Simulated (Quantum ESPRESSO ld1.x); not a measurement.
Species: Cu14+. Configuration: [Ne] 3s2 3p3.

Calculated with ld1.x of Quantum ESPRESSO 7.5: scalar-relativistic Kohn-Sham, LDA (Slater exchange, VWN5 correlation), spin-polarised, spherical densities, point nucleus; open shells are filled with parallel spins first.

Energy parts (hartree):
part                      energy
total                 -1559.5641
kinetic                1584.1646
electron-nucleus      -3480.0646
Hartree                 386.7573
exchange-correlation    -50.4214

Orbitals (lengths in bohr, moments of r in powers of bohr; <r^-3> diverges for s and p1/2):
orbital,occ.,eigenvalue (hartree),<r^-3>,<r^4>
1s up,1,-342.0751,-,0.00003457
1s down,1,-341.9689,-,0.00003456
2s up,1,-56.1187,-,0.007146
2s down,1,-56.0155,-,0.007089
2p up,3,-50.9267,714.3,0.005252
2p down,3,-50.8021,714.1,0.005215
3s up,1,-18.6144,-,0.2661
3s down,1,-18.2550,-,0.2719
3p up,3,-17.0046,142.6,0.2717
3p down,0,-16.6467,141.5,0.2788

The highest occupied level is 3p up at -462.72 eV. The density falls to 0.001 e/bohr^3 at r = 1.53 bohr. Summed over all electrons, <r^2> = 2.559 bohr^2, which gives a Langevin (diamagnetic) susceptibility term of -2.03 x 10^-6 cm^3/mol.
